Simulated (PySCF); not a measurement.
Species: C4H10Si (charge -1 and doublet state).
Geometry (GFN2-xTB, Å), atoms numbered from 1 in this order:
```
atom  x, y, z in Å
C1    -1.960    1.128    0.030
C2    -0.872    0.263   -0.113
C3    -1.211   -1.181   -0.423
Si4    0.829    0.887   -0.280
C5     2.122   -0.518   -0.249
H6    -2.979    0.767    0.072
H7    -1.808    2.174    0.250
H8    -0.315   -1.799   -0.478
H9    -1.864   -1.601    0.351
H10   -1.746   -1.285   -1.376
H11    1.393    1.745   -1.433
H12    1.203    1.834    0.842
H13    3.099   -0.118    0.014
H14    2.224   -1.003   -1.217
H15    1.879   -1.285    0.481
```

The hyperfine couplings belong to this conformer and change with its torsions.

As a line formula: `[CH2-][C](C)[SiH2]C` [radical] (charge -1).

Level of theory: UKS B3LYP, pcH-1 on C H Si, non-relativistic, mean-field spin-orbit, GIAO (PySCF). Whether the extra electron is bound in the gas phase wasn't checked; a finite basis holds it in any case. Couplings are sensitive to structure, and on GFN2-xTB geometries they can be far from those on DFT ones, by a factor of two or more for some ions and for spin on atoms past the first row. No stability test was run, so a lower SCF solution isn't excluded.

**Question.** The isotropic 13C couplings are +40.9, +15.3, -9.5, +0.8 MHz. Assign them to C1; C2; C3; C5.

**Answer.** 
```json
{"site": "C1", "a_iso (MHz)": "+40.9", "ρ(0) (bohr⁻³)": "+0.0364", "position": "largest spin population", "distance from C1 (Å)": "0.00", "spin population": "+0.59", "largest |T| (MHz)": "85.0"}
{"site": "C2", "a_iso (MHz)": "+15.3", "ρ(0) (bohr⁻³)": "+0.0136", "position": "1 bond from C1", "distance from C1 (Å)": "1.40", "spin population": "+0.19", "largest |T| (MHz)": "38.6"}
{"site": "C3", "a_iso (MHz)": "-9.5", "ρ(0) (bohr⁻³)": "-0.0085", "position": "2 bonds from C1", "distance from C1 (Å)": "2.47", "spin population": "-0.01", "largest |T| (MHz)": "1.5"}
{"site": "C5", "a_iso (MHz)": "+0.8", "ρ(0) (bohr⁻³)": "+0.0007", "position": "3 bonds from C1", "distance from C1 (Å)": "4.41", "spin population": "-0.01", "largest |T| (MHz)": "0.7"}
```

**Question.** Match the computed a_iso(1H) values +41.4, -35.0, -31.9, +19.3, +3.3 MHz (means over equivalent nuclei) with the sites H6; H7; H8/H9/H10; H11/H12; H13/H14/H15.

**Answer.** 
```
       site  a_iso (MHz)  ρ(0) (bohr⁻³)                                          position  distance from C1 (Å)  bound to  spin population there  largest |T| (MHz)
         H6        -35.0        -0.0078                                    1 bond from C1                  1.08        C1                  +0.59               22.1
         H7        -31.9        -0.0071                                    1 bond from C1                  1.08        C1                  +0.59               20.8
  H8/H9/H10        +19.3        +0.0043                                   3 bonds from C1                  2.98        C3                  -0.01                4.8
    H11/H12        +41.4        +0.0093  3 bonds from C1, on Si4 of spin population +0.15                  3.53       Si4                  +0.15                4.4
H13/H14/H15         +3.3        +0.0007                                   4 bonds from C1                  4.88        C5                  -0.01                2.4
```

ρ(0) is the spin density at the nucleus and T the dipolar tensor; a_iso includes a spin–orbit part; entries for several nuclei are means. The largest Mulliken spin populations are on C1 (+0.59), C2 (+0.19) and Si4 (+0.15). The angles at C1 add up to 359.4°, so it is planar.

The spin density at the nucleus, in bohr⁻³, is negative for C3 (-0.0085), H6 (-0.0078) and H7 (-0.0071), for instance. A restricted open-shell determinant has no negative spin density anywhere; here it arises because α and β orbitals differ (spin polarisation).

Class means assume fast exchange of nuclei equivalent by connectivity; if that motion is slow, each nucleus keeps its own coupling. H6 and H7 aren't averaged: C1 is flat or nearly so (angle sum 359°), and its turn about the short C1–C2 bond (1.40 Å) is taken as slow. The three 1H nuclei of mean +19.3 MHz run from -0.2 to 34.9 MHz in the frozen geometry. The three 1H nuclei of mean +3.3 MHz run from 0.9 to 7.9 MHz in the frozen geometry. The 1H value of +41.4 MHz is a mean of couplings from 20.3 to 62.5 MHz in this one geometry, not an average over conformers.

C2, the radical centre as drawn in `[CH2-][C](C)[SiH2]C`, holds a spin population of +0.19 out of 1.
